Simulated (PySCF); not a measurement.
A GIAO shielding run with PySCF 2.14.0 with density-fitted response routines (density fitting, non-relativistic, gas phase) on `O=CN[Si@@H]1NC[Si@@H](O)N1`, C₂H₉N₃O₂Si₂:

```
$ OMP_NUM_THREADS=1 python probes_run.py task.json out

{"job": {"kind": "nmr", "xc": "PBE0", "basis": "pcSseg-1"}, "charge": 0, "multiplicity": 1}
O     -3.126247     0.967476    -0.432755
C     -3.177273    -0.216085    -0.187885
N     -2.133266    -0.868551     0.315857
Si    -0.751934     0.185487     0.581876
N     -0.048344     0.695321    -0.881419
C      1.400435     0.748172    -0.936312
Si     2.056835    -0.528223     0.316587
O      3.292158    -0.012015     1.239876
N      0.575308    -0.760220     1.159963
H     -4.086692    -0.817868    -0.363502
H     -2.187201    -1.856588     0.489180
H     -1.145539     1.162616     1.600544
H     -0.519361     1.348332    -1.487787
H      1.727274     0.532141    -1.955701
H      1.765536     1.755443    -0.698237
H      2.617323    -1.743403    -0.256011
H      3.239421     0.794639     1.746787
H      0.492808    -1.380358     1.943004
```

Hardware: 1 thread of an Arm Neoverse N1, shared host. The job also computes population analyses, field gradients, ring-centre shieldings.

Problem. How large is the calculation?

Solution. 86 electrons, 212 basis functions and 1136 auxiliary functions.

Problem. How long does it take, and how much memory does it need?

Solution. 71 s of wall time, with 15 SCF cycles and 5 response iterations; peak memory 0.95 GiB. Times on a shared host scatter by some tens of per cent.
